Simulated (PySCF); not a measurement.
A calculated (PBE, PySCF 2.14, jorge-DZP-DKH, scalar relativity by spin-free X2C-1e) atom or ion has these occupied shells.

```tsv
shell	electrons	orbital energy (eV)	rms radius, mean of both spins (bohr)
1s α	1	-384.03	0.267
1s β	1	-382.59	0.267
2s α	1	-19.621	1.46
2s β	1	-15.020	1.46
2p α	3	-8.029	1.59
```

(1) Name the element and its charge.

Results:

(1) N (nitrogen, neutral), in [He] 2s2 2p3, high-spin 4S determinant.
